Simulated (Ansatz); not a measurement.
`C[Si@H](O)[Si@H](O)F` + H₂ → `C[SiH2]O` + `O[SiH2]F`  (hydrogenolysis of the Si–Si bond)

Isolated molecules relaxed with PBE0-D4/def2-TZVP in Ansatz; ΔE leaves out vibrations. CBS: MP2 limit from def2 TZ/QZ plus the TZ coupled-cluster correction, frozen cores. This one scheme is used for every species. One conformer a species, not always the lowest.

```csv
species,CCSD(T)/CBS(def2) energy (Eh)
`C[Si@H](O)[Si@H](O)F`,-870.74291
H₂,-1.17544
`C[SiH2]O`,-405.96945
`O[SiH2]F`,-465.96250
```

Work out ΔE.

ΔE = (-405.96945) + (-465.96250) − (-870.74291) − (-1.17544) = -0.01360 Eh = -35.7 kJ/mol.

Largest T1 diagnostic among the species: 0.012.

In def2-TZVPP, CCSD(T) changes the Hartree–Fock value by +31.3 kJ/mol (the triples alone add +5.8 kJ/mol) and MP2 by +30.1 kJ/mol. From BLYP to BHLYP (50 % exact exchange), in def2-TZVPP and without D4, ΔE moves by −13.4 kJ/mol.
